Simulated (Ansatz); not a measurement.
Computed with Ansatz on PBE0-D4/def2-TZVP structures; ΔE is electronic, products minus reactants. CCSD(T)/CBS adds triple-zeta CCSD(T) − MP2 to the extrapolated MP2 energy (def2 sets, frozen cores). This one scheme is used for every species. Functionals use def2-TZVPP. B3LYP here is the variant with VWN-RPA as its local correlation; programs differ in this. One conformer a species, not always the lowest.

Reaction (formal hydrolysis of the Al–Si bond): `C[SiH2][Al]([F])[SiH3]` + H₂O → `[OH][Al]([F])[SiH3]` + `C[SiH3]`

| level | ΔE (kJ/mol) |
| --- | --- |
| PBE0-D4 | -130.1 |
| B3LYP-D4 | -148.6 |
| ωB97M-V | -153.1 |
| B2PLYP | -157.1 |
| PBE0 | -133.6 |
| MP2/def2-TZVPP | -157.3 |
| HF/def2-QZVPP | -168.5 |
| HF/CBS(def2) | -168.6 |

Problem. What does CCSD(T)/CBS give? (Estimate.)

Solution. Computed: -145.1 kJ/mol. The listed levels differ from it by 15.0, -3.5, -8.0, -12.0, 11.5, -12.2, -23.4, -23.5 kJ/mol.

Largest T1 diagnostic among the species: 0.013.

From PBE to PBE0 (25 % exact exchange), in def2-TZVPP and without D4, ΔE moves by −4.4 kJ/mol. In def2-TZVPP, CCSD(T) changes the Hartree–Fock value by +19.9 kJ/mol (the triples alone add +2.9 kJ/mol) and MP2 by +10.4 kJ/mol.
